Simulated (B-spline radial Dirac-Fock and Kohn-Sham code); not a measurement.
A summary of the ionisation energies of gold (Z = 79) against charge, from Dirac-Fock energy differences between relaxed states, corrected for Breit and QED terms and from the NIST table. The largest relative steps of the computed values, from charge +5 on, come at Au⁵⁺ (74 electrons left, 61.05 to 76.81 eV); Au¹¹⁺ (68 electrons left, 165.7 to 252.6 eV); Au⁵¹⁺ (28 electrons left, 2938.3 to 4917.2 eV); Au⁶⁹⁺ (10 electrons left, 8355.4 to 18669.0 eV). The median of |NIST − computed| / NIST over the 73 ions is 1.51 %.

```
charge  computed (eV)  NIST (eV)
     0           7.66   9.225554
     5          76.81         74
    10          165.7      168.2
    15          345.3        365
    24          757.5        760
    29         1019.7       1040
    34         1540.2       1527
    39         1828.8       1845
    44         2366.4       2320
    49         2870.5       2870
    54         5344.7       5307
    59         6088.8       6156
    64         7296.5       7130
    69        18669.0      18040
    74        20602.6      21920
```
